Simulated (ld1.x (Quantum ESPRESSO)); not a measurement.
## PBE PAW dataset for N, non-relativistic all-electron reference.

ld1.x (Quantum ESPRESSO) 7.5 was run on this input:

```
&input
   title='N', zed=7., rel=0, dft='PBE', iswitch=3,
   config='[He] 2s1.75 2p3.25 3d-2',
   nld=3, rlderiv=1.80, eminld=-3.0, emaxld=5.0, deld=0.02
 /
 &inputp
   pseudotype=3, lpaw=.true., tm=.true., lloc=-2, rcloc=1.25,
   nlcc=.true., rcore=0.80,
   which_augfun='BESSEL', rmatch_augfun=0.75,
   file_pseudopw='N.UPF', file_wfcaegen='ae.wfc', file_wfcncgen='nc.wfc', file_beta='beta', file_chi='chi', file_wfcusgen='us.wfc'
 /
6
2S  1  0   1.75   0.00  0.80  1.15  0.0
2S  1  0   0.00   3.20  0.80  1.15  0.0
2P  2  1   3.25   0.00  1.55  1.65  0.0
2P  2  1   0.00   1.70  1.55  1.65  0.0
3D  3  2  -2.00  -0.10  1.45  1.60  0.0
3D  3  2  -2.00   0.50  1.45  1.60  0.0
 &test
   configts(1)='2s1.75 2p3.25'
 /
```

Command:

```bash
ld1.x < N.in > N.out
```

Resulting log (shortened: banner, matrices, multipoles, cross overlaps and the repeated all-electron block are left out):

```
Program LD1 v.7.5
     --------------------------- All-electron run ----------------------------

     N

     atomic number is  7.00
     dft =PBE   lsd =0 sic =0 latt =0  beta=0.20 tr2=1.0E-14
     Exchange-correlation= PBE
                           (   1   4   3   4   0   0   0)
     mesh =1085 r(mesh) =  99.89202 a.u. xmin = -7.00 dx = 0.01250
     1 Ry =  13.60569312 eV

     n l     nl                  e(Ry)          e(Ha)          e(eV)
     1 0     1S 1( 2.00)       -28.2741       -14.1370      -384.6883
     2 0     2S 1( 1.75)        -1.3724        -0.6862       -18.6730
     2 1     2P 1( 3.25)        -0.5294        -0.2647        -7.2026

     final scf error:  7.5E-15 reached in  34 iterations

     Etot =    -108.631828 Ry,     -54.315914 Ha,   -1478.011309 eV

     Ekin =     108.293670 Ry,      54.146835 Ha,    1473.410444 eV
     Encl =    -255.488678 Ry,    -127.744339 Ha,   -3476.100549 eV
     Eh   =      51.654205 Ry,      25.827102 Ha,     702.791259 eV
     Exc  =     -13.091025 Ry,      -6.545512 Ha,    -178.112464 eV

     normalization and overlap integrals

     s(1S/1S) =  1.000000  <r> =   0.2299  <r2> =    0.0715  r(max) =   0.1483
     s(2S/2S) =  1.000000  <r> =   1.3198  <r2> =    2.1153  r(max) =   1.0167
     s(2P/2P) =  1.000000  <r> =   1.4804  <r2> =    2.9017  r(max) =   0.9793

     ------------------------ End of All-electron run ------------------------

     --------------------- Generating PAW atomic setup --------------------

      Generating local potential from pseudized AE potential:
      Matching radius rcloc =   1.2500
      Enforcing V''(0)=0 (lloc=-2)

      Local pseudo, rcloc= 1.257 Estimated cut-off energy=    19.36 Ry

      Computing core charge for nlcc:

       r > 0.80 : true rho core
       r < 0.80 : rho core = a sin(br)/r    a=   0.20  b=   3.51

      Integrated core pseudo-charge :   0.05
      Wfc-us  2S rcutus= 1.138  Estimated cut-off energy=    35.19 Ry
      Wfc-us  2S rcutus= 1.138  Estimated cut-off energy=    48.79 Ry
      Wfc-us  2P rcutus= 1.655  Estimated cut-off energy=    28.55 Ry
      Wfc-us  2P rcutus= 1.655  Estimated cut-off energy=    52.97 Ry
      Wfc-us  3D rcutus= 1.615  Estimated cut-off energy=    38.86 Ry
      Wfc-us  3D rcutus= 1.615  Estimated cut-off energy=    39.38 Ry

     Required augmentation: BESSEL   radius:    0.750000
     Suggested rho cutoff for augmentation: 175.01 Ry

     Estimated PAW energy =  -27.382637 Ryd

     ------------------- End of pseudopotential generation -------------------

     Computing logarithmic derivative in   1.79564
     Computing logarithmic derivative in   1.79564
     Computing the partial wave expansion
     R is outside the sphere for l=    0 j= 0.00
     R is outside the sphere for l=    0 j= 0.00
     R is outside the sphere for l=    1 j= 0.00
     R is outside the sphere for l=    1 j= 0.00
     R is outside the sphere for l=    2 j= 0.00
     R is outside the sphere for l=    2 j= 0.00

     ---------------------- Testing the pseudopotential ----------------------

     N

     atomic number is  7.00   valence charge is  5.00
     dft = SLA  PW   PBX  PBC   lsd =0 sic =0 latt =0  beta=0.20 tr2=1.0E-14
     mesh =1085 r(mesh) =  99.89202 xmin = -7.00 dx = 0.01250

     n l     nl             e AE (Ry)        e PS (Ry)    De AE-PS (Ry)
     1 0     2S   1( 1.75)       -1.37244       -1.37244        0.00000
     2 1     2P   1( 3.25)       -0.52938       -0.52938        0.00000

     eps = 1.3E-17  iter =  1

     Etot =    -108.631828 Ry,     -54.315914 Ha,   -1478.011309 eV
     Etotps =   -27.382637 Ry,     -13.691318 Ha,    -372.559752 eV

     Ekin =      20.198111 Ry,      10.099056 Ha,     274.809305 eV
     Encl =     -50.774528 Ry,     -25.387264 Ha,    -690.822650 eV
     Ehrt =      16.284805 Ry,       8.142402 Ha,     221.566058 eV
     Ecxc =     -13.091025 Ry,      -6.545512 Ha,    -178.112464 eV
     (Ecc =      -0.030864 Ry,      -0.015432 Ha,      -0.419933 eV)

     ---------------------- End of pseudopotential test ----------------------
```

Generation and configuration tests took about 1.4 s on one core of a shared server CPU.

Transferability test of the new file with ld1.x, input:

```
&input
   title='N', zed=7., rel=0, dft='PBE', iswitch=2,
   config='[He] 2s1.75 2p3.25 3d-2'
 /
 &test
   file_pseudo='N.UPF', nconf=8,
   configts(1)='2s1.75 2p3.25',
   configts(2)='2s2 2p3',
   configts(3)='2s2 2p2',
   configts(4)='2s2 2p1',
   configts(5)='2s1 2p3',
   configts(6)='2s2 2p3.3',
   configts(7)='2s1 2p0',
   configts(8)='2s2 2p2.5'
 /
```

```bash
ld1.x < N.test.in > N.test.out
```

Pseudopotential blocks of its output, shortened (energy terms left out):

```
     ---------------------- Testing the pseudopotential ----------------------

     n l     nl             e AE (Ry)        e PS (Ry)    De AE-PS (Ry)
     1 0     2S   1( 1.75)       -1.37244       -1.37244       -0.00000
     2 1     2P   1( 3.25)       -0.52938       -0.52938       -0.00000

     eps = 1.3E-17  iter =  1

     Etot =    -108.631828 Ry,     -54.315914 Ha,   -1478.011310 eV
     Etotps =   -27.382637 Ry,     -13.691318 Ha,    -372.559752 eV

     ---------------------- End of pseudopotential test ----------------------

          ---------------------- Testing the pseudopotential ----------------------

     n l     nl             e AE (Ry)        e PS (Ry)    De AE-PS (Ry)
     1 0     2S   1( 2.00)       -1.36397       -1.36403        0.00006
     2 1     2P   1( 3.00)       -0.52146       -0.52143       -0.00003

     eps = 7.0E-16  iter =  7

     Etot =    -108.842527 Ry,     -54.421263 Ha,   -1480.878020 eV
     Etotps =   -27.593347 Ry,     -13.796674 Ha,    -375.426618 eV
     dEtot_ae =      -0.210699 Ry
     dEtot_ps =      -0.210711 Ry,   Delta E=       0.000011 Ry

     ---------------------- End of pseudopotential test ----------------------

          ---------------------- Testing the pseudopotential ----------------------

     n l     nl             e AE (Ry)        e PS (Ry)    De AE-PS (Ry)
     1 0     2S   1( 2.00)       -2.38383       -2.38412        0.00028
     2 1     2P   1( 2.00)       -1.52095       -1.52081       -0.00014

     eps = 3.1E-16  iter =  9

     Etot =    -107.843157 Ry,     -53.921579 Ha,   -1467.280906 eV
     Etotps =   -26.594066 Ry,     -13.297033 Ha,    -361.830704 eV
     dEtot_ae =       0.788670 Ry
     dEtot_ps =       0.788570 Ry,   Delta E=       0.000100 Ry

     ---------------------- End of pseudopotential test ----------------------

          ---------------------- Testing the pseudopotential ----------------------

     n l     nl             e AE (Ry)        e PS (Ry)    De AE-PS (Ry)
     1 0     2S   1( 2.00)       -3.61062       -3.61155        0.00093
     2 1     2P   1( 1.00)       -2.75729       -2.75737        0.00008

     eps = 4.0E-15  iter =  7

     Etot =    -105.722074 Ry,     -52.861037 Ha,   -1438.422091 eV
     Etotps =   -24.473050 Ry,     -12.236525 Ha,    -332.972802 eV
     dEtot_ae =       2.909754 Ry
     dEtot_ps =       2.909587 Ry,   Delta E=       0.000167 Ry

     ---------------------- End of pseudopotential test ----------------------

          ---------------------- Testing the pseudopotential ----------------------

     n l     nl             e AE (Ry)        e PS (Ry)    De AE-PS (Ry)
     1 0     2S   1( 1.00)       -2.39183       -2.39195        0.00012
     2 1     2P   1( 3.00)       -1.52792       -1.52808        0.00015

     eps = 3.4E-15  iter = 10

     Etot =    -106.979731 Ry,     -53.489866 Ha,   -1455.533394 eV
     Etotps =   -25.730517 Ry,     -12.865259 Ha,    -350.081521 eV
     dEtot_ae =       1.652096 Ry
     dEtot_ps =       1.652120 Ry,   Delta E=      -0.000023 Ry

     ---------------------- End of pseudopotential test ----------------------

          ---------------------- Testing the pseudopotential ----------------------

     n l     nl             e AE (Ry)        e PS (Ry)    De AE-PS (Ry)
     1 0     2S   1( 2.00)       -1.10976       -1.10980        0.00004
     2 1     2P   1( 3.30)       -0.27756       -0.27755       -0.00001

     eps = 4.0E-16  iter =  9

     Etot =    -108.961629 Ry,     -54.480814 Ha,   -1482.498481 eV
     Etotps =   -27.712442 Ry,     -13.856221 Ha,    -377.046979 eV
     dEtot_ae =      -0.329801 Ry
     dEtot_ps =      -0.329805 Ry,   Delta E=       0.000004 Ry

     ---------------------- End of pseudopotential test ----------------------
```

The test run then stopped with an error in new_paw_hamiltonian: “negative rho”.
